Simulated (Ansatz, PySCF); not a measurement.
Dissociation curve of GeC, lowest triplet found (which spin is the ground state isn't settled by this scan).

Levels of theory: UKS-B3LYP/6-31G* = PySCF 2.14.0 with unrestricted B3LYP/6-31G*, spherical d; UKS-B3LYP/LANL2DZ = unrestricted B3LYP/LANL2DZ, with its core potentials past Ne run with PySCF 2.14.0; UHF/LANL2DZ = PySCF with unrestricted Hartree-Fock/LANL2DZ, with its core potentials past Ne; FCI = full CI/cc-pVDZ, cores with 3d frozen (Ansatz, a quantum-chemistry and plane-wave program).

Energies relative to the lowest point of each curve between 1.54 and 2.21 Å, where full CI is lowest, in mEh; the last columns give the difference from FCI:

```csv
R / Å,UKS-B3LYP/6-31G*,UKS-B3LYP/LANL2DZ,UHF/LANL2DZ,FCI,UKS-B3LYP/6-31G* − FCI,UKS-B3LYP/LANL2DZ − FCI,UHF/LANL2DZ − FCI
1.40,159.0,169.8,180.0,182.6,-23.5,-12.7,-2.5
1.54,52.8,61.1,69.6,65.5,-12.7,-4.3,4.2
1.63,19.8,25.6,31.9,27.4,-7.6,-1.8,4.4
1.69,7.8,11.9,16.0,12.7,-4.9,-0.8,3.3
1.80,0.0,0.7,0.0,0.7,-0.7,0.0,-0.7
1.86,1.0,0.0,33.9,0.0,1.0,0.0,33.9
1.90,3.1,1.0,33.6,1.0,2.1,0.0,32.6
1.99,10.6,6.2,34.9,6.7,3.9,-0.5,28.2
2.04,14.7,10.3,36.6,11.2,3.5,-0.9,25.4
2.13,22.3,18.7,41.2,20.9,1.4,-2.2,20.3
2.21,30.7,26.7,46.4,30.4,0.3,-3.7,16.0
2.34,46.2,39.9,56.3,46.4,-0.2,-6.5,9.9
```

UKS-B3LYP/6-31G* is furthest from FCI at 1.40 (-23.5 mEh, below); its mean absolute difference over the points is 5.2 mEh.

UKS-B3LYP/LANL2DZ is furthest from FCI at 1.40 (-12.7 mEh, below); its mean absolute difference over the points is 2.8 mEh.

UHF/LANL2DZ is furthest from FCI at 1.86 (33.9 mEh, above); its mean absolute difference over the points is 15.1 mEh.

The scan ran from 1.40 to 6.64 Å; beyond the distances shown full CI changes its symmetry label. The unrestricted determinant behind UKS-B3LYP/6-31G* is spin-contaminated at 1.99 Å (<S²> up to 2.2, against 2.00 for a pure triplet). The unrestricted determinant behind UKS-B3LYP/LANL2DZ is spin-contaminated at 1.90 to 2.34 Å (<S²> up to 2.6, against 2.00 for a pure triplet). The unrestricted determinant behind UHF/LANL2DZ is spin-contaminated at 1.40 to 2.34 Å (<S²> up to 2.6, against 2.00 for a pure triplet).
